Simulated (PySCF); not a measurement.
Spin-Hamiltonian simulation

Molecule: `c1c(O)nccc1`, C$_{5}$H$_{5}$NO.

Bonds (- single, = double, # triple, : aromatic): O1-C2 1.344 Å, C2:C3 1.397 Å, C3:C4 1.379 Å, C4:C5 1.391 Å, C5:C6 1.381 Å, C6:N7 1.325 Å, N7:C2 1.324 Å. O1 carries H8; C3 carries H9; C4 carries H10; C5 carries H11; C6 carries H12.

Theoretical values (PySCF 2.14): geometry: GFN2-xTB, PBE0/pcSseg-1 with gauge-including orbitals, J couplings at B3LYP/pcJ-1 (spin–dipole term only in couplings to heteroatoms). In vacuum, a single conformation, non-relativistic Hamiltonian.

Chemical shifts δ = σref − σ; TMS for 1H (31.72 ppm), all at this level.

Shifts (ppm): H9 6.88, H10 7.91, H11 6.95, H12 8.40.
Couplings (Hz): H9–H10: 9.3; H9–H11: 0.6; H9–H12: 0.9; H10–H11: 8.1; H10–H12: 1.6; H11–H12: 5.8.

The 4-spin Hamiltonian (Zeeman plus full scalar coupling among like nuclei) was diagonalised exactly; lines are Lorentzian, 0.7 Hz wide, and the maxima above 3 % are listed with the tallest set to 100.

Problem. Give the 1H peak list of this spin system at 300 MHz.

Solution. 
```tsv
Hz	ppm	height
2524.2	8.414	56
2523.2	8.411	64
2522.6	8.409	65
2521.7	8.406	58
2518.4	8.395	58
2517.5	8.392	66
2516.8	8.389	67
2515.9	8.386	58
2382.6	7.942	47
2381.0	7.937	46
2374.5	7.915	54
2373.2	7.911	77
2371.8	7.906	53
2365.2	7.884	53
2363.6	7.879	52
2092.2	6.974	62
2091.6	6.972	64
2086.3	6.954	61
2085.8	6.953	65
2084.1	6.947	62
2083.6	6.945	62
2078.2	6.928	57
2077.7	6.926	59
2069.2	6.897	73
2068.6	6.895	100
2067.9	6.893	70
2060.0	6.867	67
2059.2	6.864	94
2058.6	6.862	67
```

Problem. And at 600 MHz?

Solution. 
Hz from δ = 0 (height): 5044.2 (57), 5043.2 (66), 5042.6 (67), 5041.7 (59), 5038.4 (59), 5037.5 (67), 5036.8 (67), 5035.9 (59), 4755.6 (49), 4753.9 (49), 4747.4 (55), 4746.1 (78), 4744.7 (55), 4738.2 (52), 4736.6 (52), 4177.2 (62), 4176.7 (63), 4171.4 (63), 4170.9 (65), 4169.1 (63), 4168.6 (63), 4163.2 (60), 4162.8 (61), 4133.3 (72), 4132.6 (100), 4131.9 (71), 4124.0 (70), 4123.3 (97), 4122.7 (69)

Problem. Among coupled protons with different shifts, which pair is furthest from first order, and how does the field change that?

Solution. H9 and H10: Δν/J is about 33.2 at 300 MHz (close to first order) and 66.5 at 600 MHz (close to first order). J in Hz doesn't depend on the field, while Δν in Hz grows in proportion to it.

Exchangeable OH/NH protons stand at their gas-phase positions; hydrogen bonding in a real sample shifts them, mostly to higher δ. Unscaled 3J(H,H) at this level run about 10 % above measured values.
